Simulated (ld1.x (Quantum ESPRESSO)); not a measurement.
**Sb (Z = 51), TM semilocal: configuration errors across variants**

* Element: antimony (Sb)
* Generator: ld1.x (Quantum ESPRESSO) 7.5
* Type: norm-conserving Troullier–Martins (semilocal form)
* Functional: PBE
* Relativity: scalar-relativistic
* Frozen core: [Kr]
* Valence charge: 15
* Reference configuration: 4d10 5s2 5p3
* Partial waves: 5p (bound): rc 2.55 bohr; 4d (bound): rc 0.85 bohr; 5s (bound): rc 1.75 bohr
* Local potential: the s channel
* Core correction: Bessel-smoothed model core, default radius (core density twice the valence density)

All-electron excitation energies from the reference (eV): (1) 4d10 5s2 5p2 8.317; (2) 4d10 5s2 5p1 24.285; (3) 4d10 5s2 5p0 48.698; (4) 4d9 5s2 5p4 31.120; (5) 4d10 5s1 5p4 8.112; (6) 4d10 5s2 5p2.5 3.262; (7) 4d9 5s2 5p3 40.735.

In the semilocal form every listed channel keeps its own potential, so the choice of the local channel does not act on these tests. It acts once the file is put into the separable form.

A semilocal file is local in each channel, so a ghost entry of none says nothing of the separable form that plane-wave codes build from it.

The default core radius of the base comes out at 0.61 bohr.

Tests that are not counted but printed errors over 1 eV. “all radii but the core radius scaled by about 0.73 (s 1.28, p 1.86, d 0.62 bohr)”: all (the test run did not reproduce the reference configuration, from which every error is measured).

2 further variants failed, have other tests or too few solved ones, and are left out.

A true bound ghost makes a file unfit for plane-wave use even where its test errors are small: the radial tests pick states by their node count and pass the ghost by. Where a test does run into it, the solver fails or the error is huge.

Errors AE − PS in meV (a dash: test not solved or not reliable):

| change | (1) | (2) | (3) | (4) | (5) | (6) | (7) | bound ghosts |
| --- | --- | --- | --- | --- | --- | --- | --- | --- |
| base | -0.7 | -2.5 | -19 | -255 | -0.9 | -0.4 | -194 | none |
| core correction Bessel-smoothed model core inside 0.42 bohr | -0.7 | -2.5 | -19 | -255 | -0.9 | -0.4 | -194 | none |
| wave 5p (bound): rc 2.55 bohr becomes 5p (bound): rc 3.00 bohr | -0.1 | -7.1 | -60 | -183 | +5.5 | -0.2 | -123 | none |
| wave 4d (bound): rc 0.85 bohr becomes 4d (bound): rc 0.98 bohr | -0.7 | -2.5 | -19 | -258 | -0.9 | -0.4 | -196 | none |
| type ultrasoft, which also changes the form from semilocal to separable; waves now 5s (bound): rcut 1.50, rcutus 1.75 bohr; 5s channel at -0.45 Ry: rcut 1.50, rcutus 1.75 bohr; 5p (bound): rcut 2.20, rcutus 2.55 bohr; 5p channel at 1.7 Ry: rcut 2.20, rcutus 2.55 bohr; 4d (bound): rcut 0.75, rcutus 0.85 bohr; 4d channel at 0.85 Ry: rcut 0.75, rcutus 0.85 bohr; local potential all-electron potential smoothed inside 2.20 bohr (lloc = -1); augmentation built from norm-conserving waves at rcut, not smoothed further | -1.3 | -6.0 | -24 | -332 | -5.0 | -0.5 | -272 | s |
| local potential the p channel | -0.7 | -2.4 | -18 | -255 | -0.9 | -0.4 | -194 | none |
| all radii but the core radius scaled by about 0.73 (s 1.28, p 1.86, d 0.62 bohr) | – | – | – | – | – | – | – | s (extra level of the local part) |

Q: Give the same row for: wave 5s (bound): rc 1.75 bohr becomes 5s (bound): rc 1.46 bohr.

A: -0.5, -0.7, -10, -127, -2.4, -0.3, -30; bound ghosts: none.
